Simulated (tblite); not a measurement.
Record of a relaxation.

Compound: C6H10B2.
Numbering: `[CH2:1]=[C:2]1[B:3]([CH3:4])[BH:5][CH:6]=[C:7]1[CH3:8]` (hydrogens: H9, H10 on C1; H11, H12, H13 on C4; H14 on B5; H15 on C6; H16, H17, H18 on C8)

Computed with GFN2-xTB (tblite), gas phase: L-BFGS steps from a force-field or distance-geometry start until the largest atomic force falls under 0.01 eV/Å. 10 of its 146 geometries are shown.

Step 0: E = -552.3813 eV, largest atomic force 2.313 eV/Å
```
atom  x, y, z in Å  |  force x, y, z in eV/Å
C1      0.081   -1.876    0.314   -0.941   0.394  -0.028
C2      0.012   -0.589   -0.066    0.485  -1.158   0.040
B3      1.254    0.273   -0.462   -0.119   0.630   0.596
C4      2.744    0.029   -0.016   -0.075  -0.867  -0.074
B5      0.556    1.757   -0.639   -0.113   0.751  -0.448
C6     -0.963    1.509   -0.394    1.167   1.939  -0.477
C7     -1.204    0.235   -0.100   -0.703  -1.021   0.478
C8     -2.569   -0.270    0.245   -0.418  -0.501   0.092
H9     -0.816   -2.412    0.609    0.230  -0.149   0.056
H10     1.011   -2.407    0.336    0.082  -0.102  -0.004
H11     2.833    0.207    1.081    0.049  -0.181  -0.832
H12     3.028   -1.030   -0.225    0.151   0.793   0.355
H13     3.418    0.707   -0.547    0.049  -0.294   0.318
H14     1.098    2.808   -0.724   -0.425  -0.038   0.037
H15    -1.719    2.291   -0.417   -0.126  -0.365   0.038
H16    -2.626   -0.523    1.334    0.018   0.105  -0.865
H17    -2.793   -1.183   -0.352    0.116   0.457   0.507
H18    -3.354    0.480    0.013    0.574  -0.391   0.211
```

Step 16: E = -552.7026 eV, largest atomic force 0.190 eV/Å
```
atom  x, y, z in Å  |  force x, y, z in eV/Å
C1      0.030   -1.870    0.311    0.015  -0.053  -0.003
C2      0.042   -0.577   -0.026   -0.035   0.079   0.048
B3      1.265    0.371   -0.313    0.160   0.100  -0.024
C4      2.756   -0.032   -0.030    0.083   0.001   0.065
B5      0.537    1.864   -0.608    0.043   0.063  -0.046
C6     -0.947    1.557   -0.391    0.010  -0.065  -0.060
C7     -1.173    0.253   -0.079   -0.078   0.125   0.015
C8     -2.522   -0.286    0.235   -0.124  -0.068   0.041
H9     -0.868   -2.409    0.571   -0.054  -0.040  -0.032
H10     0.938   -2.449    0.340    0.025   0.026   0.008
H11     2.893    0.145    1.042    0.060  -0.026  -0.012
H12     3.024   -1.074   -0.201   -0.109   0.023  -0.012
H13     3.494    0.592   -0.534   -0.069  -0.036   0.001
H14     0.896    2.954   -0.845    0.096   0.010  -0.036
H15    -1.784    2.240   -0.459   -0.027  -0.001   0.031
H16    -2.566   -0.547    1.294   -0.040  -0.065  -0.027
H17    -2.729   -1.182   -0.348    0.001  -0.039   0.024
H18    -3.295    0.454    0.029    0.043  -0.034   0.020
```

Step 32: E = -552.7295 eV, largest atomic force 0.045 eV/Å
```
atom  x, y, z in Å  |  force x, y, z in eV/Å
C1      0.033   -1.841    0.302    0.012   0.001   0.021
C2      0.043   -0.530    0.040   -0.013   0.012   0.017
B3      1.270    0.425   -0.223    0.018  -0.004   0.003
C4      2.754   -0.041    0.004    0.014  -0.005   0.005
B5      0.530    1.892   -0.609    0.005   0.008   0.004
C6     -0.960    1.579   -0.395    0.008  -0.018   0.025
C7     -1.182    0.285   -0.043   -0.016  -0.003  -0.036
C8     -2.520   -0.302    0.246   -0.007  -0.002   0.009
H9     -0.868   -2.413    0.472    0.008   0.006  -0.013
H10     0.951   -2.403    0.355    0.006   0.004  -0.008
H11     2.998    0.097    1.059   -0.016   0.001  -0.003
H12     2.920   -1.096   -0.208    0.006   0.008   0.003
H13     3.489    0.537   -0.554   -0.015  -0.004  -0.006
H14     0.905    2.949   -0.949   -0.008   0.002  -0.021
H15    -1.805    2.252   -0.489    0.019  -0.005   0.004
H16    -2.565   -0.612    1.291   -0.014  -0.018  -0.014
H17    -2.684   -1.187   -0.370   -0.029   0.032   0.012
H18    -3.317    0.416    0.060    0.023  -0.013   0.000
```

Step 48: E = -552.7320 eV, largest atomic force 0.027 eV/Å
```
atom  x, y, z in Å  |  force x, y, z in eV/Å
C1      0.044   -1.842    0.304   -0.001  -0.005   0.005
C2      0.044   -0.528    0.056   -0.010  -0.005  -0.014
B3      1.273    0.428   -0.207   -0.002  -0.014   0.005
C4      2.757   -0.041    0.011    0.007   0.002   0.007
B5      0.529    1.886   -0.612   -0.010   0.001  -0.012
C6     -0.959    1.579   -0.374   -0.006  -0.017   0.000
C7     -1.183    0.282   -0.034   -0.004   0.001   0.025
C8     -2.529   -0.297    0.244    0.002  -0.002   0.001
H9     -0.851   -2.429    0.448   -0.007   0.016   0.003
H10     0.969   -2.392    0.364   -0.006  -0.003  -0.008
H11     3.008    0.103    1.064   -0.008  -0.003   0.009
H12     2.921   -1.097   -0.199   -0.003   0.005   0.009
H13     3.488    0.533   -0.555   -0.010   0.008  -0.010
H14     0.891    2.926   -1.012    0.013   0.014  -0.012
H15    -1.802    2.253   -0.467    0.010   0.006   0.006
H16    -2.581   -0.647    1.276    0.019  -0.005  -0.019
H17    -2.716   -1.154   -0.405    0.006   0.012   0.001
H18    -3.312    0.442    0.086    0.010  -0.013   0.004
```

Step 64: E = -552.7349 eV, largest atomic force 0.023 eV/Å
```
atom  x, y, z in Å  |  force x, y, z in eV/Å
C1      0.034   -1.847    0.297   -0.002   0.007  -0.020
C2      0.044   -0.532    0.054    0.017   0.001   0.008
B3      1.273    0.423   -0.211    0.000  -0.010   0.003
C4      2.758   -0.025    0.038   -0.002   0.001  -0.002
B5      0.528    1.869   -0.650    0.000  -0.016  -0.016
C6     -0.949    1.587   -0.335    0.000   0.008  -0.008
C7     -1.177    0.287   -0.012    0.011  -0.006  -0.005
C8     -2.524   -0.298    0.245    0.001   0.003   0.008
H9     -0.869   -2.422    0.444    0.005   0.000  -0.010
H10     0.952   -2.411    0.344   -0.006   0.012  -0.002
H11     3.003    0.143    1.088   -0.013  -0.004   0.006
H12     2.931   -1.083   -0.150    0.010   0.002   0.014
H13     3.484    0.546   -0.538    0.010  -0.006  -0.002
H14     0.878    2.869   -1.153   -0.001   0.007   0.005
H15    -1.786    2.272   -0.399   -0.010   0.002   0.001
H16    -2.558   -0.753    1.234    0.007  -0.001   0.012
H17    -2.735   -1.080   -0.486   -0.007   0.002   0.005
H18    -3.297    0.463    0.179   -0.019  -0.002   0.002
```

Step 81: E = -552.7404 eV, largest atomic force 0.130 eV/Å
```
atom  x, y, z in Å  |  force x, y, z in eV/Å
C1      0.030   -1.872    0.154   -0.002   0.009   0.047
C2      0.044   -0.549   -0.036    0.069  -0.006   0.070
B3      1.275    0.407   -0.281   -0.053   0.038  -0.008
C4      2.733    0.000    0.137   -0.055   0.010  -0.005
B5      0.529    1.825   -0.783   -0.020   0.047  -0.011
C6     -0.932    1.582   -0.377   -0.038  -0.040   0.061
C7     -1.163    0.289   -0.028   -0.004  -0.068  -0.014
C8     -2.491   -0.281    0.338    0.038   0.004  -0.054
H9     -0.880   -2.443    0.262    0.047  -0.042   0.009
H10     0.951   -2.431    0.209   -0.068  -0.028  -0.100
H11     2.861    0.262    1.188    0.063   0.038   0.007
H12     2.919   -1.069    0.070    0.036  -0.038  -0.015
H13     3.510    0.520   -0.419    0.000  -0.002   0.054
H14     0.845    2.806   -1.339    0.065   0.001  -0.046
H15    -1.756    2.285   -0.381   -0.011   0.018  -0.013
H16    -2.437   -0.838    1.270    0.068   0.009   0.111
H17    -2.807   -0.984   -0.432   -0.057  -0.021  -0.080
H18    -3.240    0.497    0.435   -0.077   0.072  -0.014
```

Step 97: E = -552.7694 eV, largest atomic force 0.105 eV/Å
```
atom  x, y, z in Å  |  force x, y, z in eV/Å
C1      0.021   -1.931   -0.171   -0.007  -0.042  -0.037
C2      0.053   -0.599   -0.174    0.037   0.060  -0.013
B3      1.268    0.392   -0.342    0.017  -0.060   0.020
C4      2.629    0.091    0.386   -0.019  -0.003   0.045
B5      0.527    1.715   -1.015    0.010  -0.056   0.014
C6     -0.890    1.545   -0.446   -0.018   0.027  -0.009
C7     -1.119    0.270   -0.031    0.068   0.015  -0.001
C8     -2.398   -0.238    0.536    0.056  -0.006   0.014
H9     -0.891   -2.504   -0.114   -0.045  -0.022  -0.012
H10     0.924   -2.506   -0.289    0.023  -0.029   0.015
H11     2.617    0.543    1.378   -0.027   0.050   0.030
H12     2.793   -0.972    0.544    0.042  -0.051  -0.016
H13     3.499    0.503   -0.119    0.012   0.028  -0.049
H14     0.805    2.557   -1.774    0.016   0.078  -0.068
H15    -1.688    2.276   -0.401   -0.026   0.020   0.028
H16    -2.189   -0.936    1.343   -0.043   0.006   0.089
H17    -2.957   -0.781   -0.225   -0.033  -0.015  -0.071
H18    -3.011    0.581    0.902   -0.063  -0.001   0.020
```

Step 113: E = -552.7778 eV, largest atomic force 0.043 eV/Å
```
atom  x, y, z in Å  |  force x, y, z in eV/Å
C1     -0.009   -1.966   -0.233   -0.012   0.005  -0.005
C2      0.057   -0.634   -0.196    0.005  -0.010  -0.019
B3      1.273    0.355   -0.369    0.006  -0.014  -0.001
C4      2.617    0.129    0.419   -0.025  -0.003  -0.022
B5      0.540    1.670   -1.061    0.039   0.001   0.017
C6     -0.855    1.530   -0.436   -0.024  -0.007  -0.003
C7     -1.093    0.258   -0.012   -0.007  -0.025  -0.010
C8     -2.377   -0.229    0.571    0.014   0.003  -0.002
H9     -0.938   -2.516   -0.178    0.001   0.019  -0.007
H10     0.875   -2.563   -0.381    0.008   0.007   0.012
H11     2.534    0.623    1.388    0.020  -0.007   0.016
H12     2.831   -0.919    0.618    0.004   0.011   0.007
H13     3.481    0.570   -0.075   -0.012  -0.001   0.009
H14     0.808    2.512   -1.830   -0.002  -0.005  -0.022
H15    -1.639    2.274   -0.362   -0.020   0.022   0.025
H16    -2.188   -0.915    1.395    0.007   0.020   0.002
H17    -2.939   -0.772   -0.190    0.003  -0.013   0.006
H18    -2.987    0.601    0.923   -0.006  -0.003  -0.004
```

Step 129: E = -552.7811 eV, largest atomic force 0.027 eV/Å
```
atom  x, y, z in Å  |  force x, y, z in eV/Å
C1     -0.027   -1.971   -0.284   -0.007   0.003  -0.008
C2      0.053   -0.642   -0.223   -0.007  -0.006  -0.009
B3      1.270    0.349   -0.370   -0.016   0.015   0.011
C4      2.601    0.139    0.442    0.008  -0.013  -0.017
B5      0.547    1.665   -1.066    0.008  -0.006  -0.021
C6     -0.848    1.531   -0.437   -0.010  -0.014   0.004
C7     -1.089    0.257   -0.025   -0.001  -0.011   0.005
C8     -2.357   -0.229    0.590    0.014   0.010   0.009
H9     -0.965   -2.506   -0.258    0.002  -0.002   0.019
H10     0.852   -2.579   -0.426    0.015   0.006  -0.012
H11     2.507    0.634    1.409    0.011  -0.006  -0.006
H12     2.823   -0.907    0.645    0.003  -0.005   0.012
H13     3.464    0.586   -0.049    0.004  -0.002   0.027
H14     0.822    2.492   -1.847   -0.017   0.017  -0.007
H15    -1.628    2.278   -0.341    0.010   0.022   0.000
H16    -2.138   -0.829    1.472   -0.012   0.000   0.008
H17    -2.896   -0.864   -0.114    0.007  -0.010  -0.011
H18    -3.001    0.602    0.870   -0.012   0.002  -0.003
```

Step 145: E = -552.7831 eV, largest atomic force 0.009 eV/Å
```
atom  x, y, z in Å  |  force x, y, z in eV/Å
C1     -0.020   -1.964   -0.286   -0.002   0.003   0.002
C2      0.051   -0.634   -0.224    0.000  -0.001   0.005
B3      1.270    0.357   -0.369    0.005  -0.002  -0.002
C4      2.604    0.123    0.433    0.006   0.000  -0.002
B5      0.544    1.676   -1.056    0.002  -0.001  -0.001
C6     -0.850    1.539   -0.423   -0.005  -0.002  -0.001
C7     -1.092    0.262   -0.019   -0.002  -0.002  -0.004
C8     -2.364   -0.229    0.585    0.006   0.002   0.001
H9     -0.953   -2.507   -0.245    0.001   0.001  -0.001
H10     0.863   -2.562   -0.439    0.003  -0.001   0.001
H11     2.518    0.599    1.411   -0.005   0.002  -0.002
H12     2.821   -0.927    0.617   -0.007   0.000  -0.005
H13     3.470    0.575   -0.048    0.000  -0.002   0.007
H14     0.807    2.507   -1.837   -0.002   0.000   0.000
H15    -1.626    2.288   -0.324   -0.001   0.005   0.004
H16    -2.155   -0.748    1.520    0.001  -0.004   0.006
H17    -2.846   -0.942   -0.085    0.000   0.003  -0.002
H18    -3.051    0.593    0.777    0.000  -0.001  -0.003
```

**Question.** Summarise the path.

**Answer.** The energy falls by 9.26 kcal/mol from step 0 to step 145; nine tenths of that is first reached at step 83. It rises by more than 0.2 meV at step 82. The largest force goes from 2.313 to 0.009 eV/Å. Among the bonds C6=C7 changes most, from 1.329 to 1.361 Å; the atoms move by 0.595 Å rms after alignment.

**Question.** Follow the three bonds and two angles with the largest change from start to end.

**Answer.** 
| step | E above end (kcal/mol) | largest force (eV/Å) | C6=C7 (Å) | C8–H16 (Å) | C4–H12 (Å) | B3–B5–H14 (°) | C4–B3–B5 (°) |
| --- | --- | --- | --- | --- | --- | --- | --- |
| 0 | 9.26 | 2.313 | 1.329 | 1.119 | 1.117 | 127.8 | 124.7 |
| 6 | 3.47 | 0.279 | 1.363 | 1.092 | 1.087 | 130.5 | 127.8 |
| 13 | 2.12 | 0.202 | 1.357 | 1.089 | 1.086 | 136.0 | 131.1 |
| 19 | 1.60 | 0.139 | 1.358 | 1.090 | 1.089 | 136.2 | 133.6 |
| 25 | 1.36 | 0.081 | 1.359 | 1.091 | 1.089 | 135.6 | 134.4 |
| 32 | 1.24 | 0.045 | 1.359 | 1.091 | 1.089 | 135.2 | 134.8 |
| 38 | 1.21 | 0.020 | 1.359 | 1.091 | 1.089 | 135.5 | 135.0 |
| 44 | 1.19 | 0.032 | 1.359 | 1.090 | 1.089 | 135.2 | 135.0 |
| 50 | 1.17 | 0.023 | 1.359 | 1.091 | 1.089 | 135.5 | 134.9 |
| 57 | 1.14 | 0.039 | 1.359 | 1.091 | 1.089 | 135.6 | 134.9 |
| 63 | 1.11 | 0.031 | 1.359 | 1.089 | 1.089 | 135.4 | 134.8 |
| 69 | 1.10 | 0.019 | 1.359 | 1.090 | 1.088 | 135.4 | 134.7 |
| 76 | 1.07 | 0.054 | 1.360 | 1.089 | 1.090 | 135.3 | 135.1 |
| 82 | 1.00 | 0.249 | 1.359 | 1.096 | 1.090 | 137.4 | 135.3 |
| 88 | 0.71 | 0.214 | 1.361 | 1.093 | 1.091 | 137.0 | 135.7 |
| 95 | 0.39 | 0.108 | 1.361 | 1.088 | 1.089 | 137.5 | 135.7 |
| 101 | 0.25 | 0.051 | 1.360 | 1.088 | 1.089 | 137.4 | 136.4 |
| 107 | 0.17 | 0.056 | 1.362 | 1.089 | 1.089 | 137.8 | 135.4 |
| 113 | 0.12 | 0.043 | 1.361 | 1.089 | 1.089 | 138.1 | 134.4 |
| 120 | 0.08 | 0.040 | 1.361 | 1.089 | 1.088 | 138.4 | 133.8 |
| 126 | 0.05 | 0.023 | 1.361 | 1.089 | 1.089 | 138.0 | 133.9 |
| 132 | 0.02 | 0.044 | 1.361 | 1.090 | 1.088 | 137.8 | 134.5 |
| 139 | 0.00 | 0.016 | 1.361 | 1.090 | 1.089 | 137.9 | 134.6 |
| 145 | 0.00 | 0.009 | 1.361 | 1.090 | 1.089 | 138.1 | 134.5 |

What follows is the cost of the whole relaxation. Hardware: Arm Neoverse N1, one thread, on a shared host. Cost: 1.5 s.
